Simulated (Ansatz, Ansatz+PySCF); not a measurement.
```xyz
8

O     0.0000    1.1906    0.0000
O     0.0000   -1.1906    0.0000
Mn    1.3500    0.0000    0.0000
F     2.3606    0.0000    1.4287
F     2.3606    0.0000   -1.4287
Mn   -1.3500    0.0000    0.0000
F    -2.3606    0.0000    1.4287
F    -2.3606    0.0000   -1.4287
```

Basis set: def2-SVP on O, F; pcseg-2 on Mn (spherical functions). Charge 0, multiplicity 1.

Computed with Ansatz (development build ahead of 0.2.0); each method stands on the lowest determinant of its kind that the runs found. Restricted functionals stand beside restricted open-shell atoms, which can lie above the unrestricted atoms usual in DFT and then raise those values.

**Question.** Give the atomization energy at this shape (free ground-state atoms in the same class of orbitals less the molecule, no zero-point energy) of singlet Mn2O2F4 by ωB97X (unrestricted), PBE0 (unrestricted), PBE0 (restricted), UHF, RHF.

**Answer.**

| method | atomization energy |
| --- | --- |
| ωB97X (unrestricted) | 649.67 kcal/mol |
| PBE0 (unrestricted) | 638.67 kcal/mol |
| PBE0 (restricted) | 563.57 kcal/mol |
| UHF | 244.10 kcal/mol |
| RHF | 32.20 kcal/mol |

Caution: another spin multiplicity may lie lower. Caution for ωB97X (unrestricted), PBE0 (unrestricted), UHF: the unrestricted determinant is a mixture of spin states. Caution for PBE0 (restricted), RHF: an unrestricted determinant lies well below.

The shape needn't be a minimum at these levels.
